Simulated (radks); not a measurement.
Coherent X-ray form factor from a spherical all-electron density. All-electron calculation, non-relativistic Kohn-Sham, LDA (Slater exchange, Perdew-Wang correlation), spin-unpolarised, spherical densities, point nucleus. Program: a radial shooting solver on a logarithmic mesh with Libxc functionals.

sin(theta)/lambda (1/angstrom),f0 (electrons)
0.05,26.935
0.1,26.740
0.15,26.421
0.2,25.983
0.25,25.435
0.3,24.788
0.4,23.249
0.5,21.475
0.6,19.578
0.8,15.816
1,12.564
1.25,9.564
1.5,7.653
2,5.740

The species is in the configuration that NIST lists as its ground one. Which atom or ion scatters so?

Answer. The molybdenum ion Mo15+, [Ar] 3d9. Extrapolating in s^2 from the first two rows gives f0(0) = 27.0, near the electron count 27; among species with that count, the fall with angle is slower the higher Z, and the table is that of Z = 42; from so few rows the species is fixed only to a neighbour or two.
